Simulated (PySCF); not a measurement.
Core binding energy against partial charge

C5H3O2S (charge -1).
Cartesian coordinates in Å at the PBE0-D3(BJ)/def2-SVP level; atoms count from 1:
```
atom  x, y, z in Å
O1     2.7583   -0.8598    0.6618
C2     2.2609    0.1173    0.0789
O3     2.7856    1.1040   -0.4694
C4     0.7247    0.1133    0.0199
C5    -0.1793   -0.7955    0.5122
C6    -1.5333   -0.4448    0.2464
C7    -1.6396    0.7368   -0.4489
S8    -0.0881    1.4133   -0.7757
H9     0.1695   -1.6811    1.0457
H10   -2.3984   -1.0392    0.5550
H11   -2.5538    1.2319   -0.7801
```

Binding energies: delta-SCF UKS SCAN, pcX-2 on the ionised atom, pcseg-1 elsewhere, spin-free X2C (PySCF 2.14.0). Charges: PBE0/pcSseg-1 ground-state density, for the ionised atom.

```
atom                        environment  C 1s (eV)  Mulliken (e)  IAO (e)  Hirshfeld (e)  ESP (e)
  C5                 aromatic CH carbon     286.07        -0.009   -0.203         -0.100   -0.171
  C4        substituted aromatic carbon     286.14        -0.485   -0.199         -0.052   -0.014
  C6                 aromatic CH carbon     286.57        -0.082   -0.203         -0.105   -0.265
  C7  aromatic CH next to a ring sulfur     286.65        -0.320   -0.363         -0.128   -0.276
  C2                 carboxylate carbon     288.35        +0.545   +0.507         +0.092   +0.689
```

**Question.** How well does each charge scheme correlate with the binding energies over these sites?

**Answer.** IAO: r = 0.90, slope 2.4 eV per e; ESP: r = 0.87, slope 2.0 eV per e; Hirshfeld: r = 0.85, slope 8.9 eV per e; Mulliken: r = 0.84, slope 2.0 eV per e. IAO charges have the highest r, on only 5 points.

**Question.** The point-charge model writes a binding energy as kq + V + constant, with V the potential of the other atoms' charges at the site. What does it give with the Mulliken charges?

**Answer.** V = Σ 14.40 eV Å × q/r over all other atoms: -6.82 eV at C5, -1.03 eV at C4, -4.75 eV at C6, -1.21 eV at C7, -16.99 eV at C2. Fitting binding energy − V to q gives k = 18.3 eV per e and leaves an rms residual of 1.29 eV, against 0.45 eV for the fit on q alone. The model has no term for differences in relaxation between sites.

The species carries charge -1, so core ionisation leaves a neutral species. The basis sets have no added diffuse functions. Isolated species at its PBE0-D3(BJ)/def2-SVP geometry, gas phase. The geometry's basis has no diffuse functions, a weakness for an anion.
